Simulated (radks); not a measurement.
The numbers below are computed, except where a source is named.
Neutral antimony inside a hard spherical wall (all orbitals vanish at R), configuration held at [Kr] 4d10 5s2 5p3 and not refilled when levels cross. Level of theory: scalar-relativistic Kohn-Sham, PBEsol, spin-polarised, spherical densities, finite nucleus; open shells are filled with parallel spins first (spin-orbit coupling, left out, can overturn this in heavy ions); Fermi nuclear charge, rms radius 4.6802 fm (a radial shooting solver on a logarithmic mesh with Libxc functionals). Eigenvalues in eV for spin up, with the zero of energy where the potential of the charges vanishes at infinity; a dash marks a level that is unbound or too diffuse for the functional's potential to be trusted. A positive occupied level is held by the wall or, in an anion where self-interaction has pushed it up, behind a barrier. The pressure on the wall is -dE/dV.

R (bohr) = free: E (hartree) -6478.49949; kinetic (hartree) 6774.896; e(4p) -101.41; e(4d) -33.301; e(5s) -13.461; e(5p) -5.472; e(6s, empty) -; e(5d, empty) -; pressure (GPa) 0
R (bohr) = 15: E (hartree) -6478.49949; kinetic (hartree) 6774.896; e(4p) -101.41; e(4d) -33.301; e(5s) -13.461; e(5p) -5.472; e(6s, empty) -0.470; e(5d, empty) 0.871; pressure (GPa) < 0.0001
R (bohr) = 12: E (hartree) -6478.49947; kinetic (hartree) 6774.897; e(4p) -101.40; e(4d) -33.298; e(5s) -13.459; e(5p) -5.470; e(6s, empty) -0.271; e(5d, empty) 1.168; pressure (GPa) 0.000414
R (bohr) = 10: E (hartree) -6478.49924; kinetic (hartree) 6774.899; e(4p) -101.38; e(4d) -33.278; e(5s) -13.442; e(5p) -5.454; e(6s, empty) 0.165; e(5d, empty) 1.577; pressure (GPa) 0.00733
R (bohr) = 8: E (hartree) -6478.49647; kinetic (hartree) 6774.923; e(4p) -101.23; e(4d) -33.125; e(5s) -13.323; e(5p) -5.330; e(6s, empty) 1.474; e(5d, empty) 2.462; pressure (GPa) 0.137
R (bohr) = 7: E (hartree) -6478.48903; kinetic (hartree) 6774.976; e(4p) -100.94; e(4d) -32.840; e(5s) -13.108; e(5p) -5.092; e(6s, empty) 3.061; e(5d, empty) 3.373; pressure (GPa) 0.624
R (bohr) = 3: E (hartree) -6476.05168; kinetic (hartree) 6784.707; e(4p) -83.721; e(4d) -16.447; e(5s) 5.408; e(5p) 18.887; e(6s, empty) 84.779; e(5d, empty) 43.393; pressure (GPa) 1060
R (bohr) = 2.5: E (hartree) -6472.57753; kinetic (hartree) 6797.214; e(4p) -71.738; e(4d) -4.821; e(5s) 25.280; e(5p) 43.251; e(6s, empty) 152.03; e(5d, empty) 76.457; pressure (GPa) 4200
R (bohr) = 2: E (hartree) -6461.86422; kinetic (hartree) 6834.084; e(4p) -46.637; e(4d) 21.315; e(5s) 79.169; e(5p) 105.64; e(6s, empty) 302.44; e(5d, empty) 151.54; pressure (GPa) 22000
R (bohr) = 1.5: E (hartree) -6419.83002; kinetic (hartree) 6965.577; e(4p) 19.977; e(4d) 95.831; e(5s) 257.98; e(5p) 298.33; e(6s, empty) 707.34; e(5d, empty) 357.14; pressure (GPa) 172000
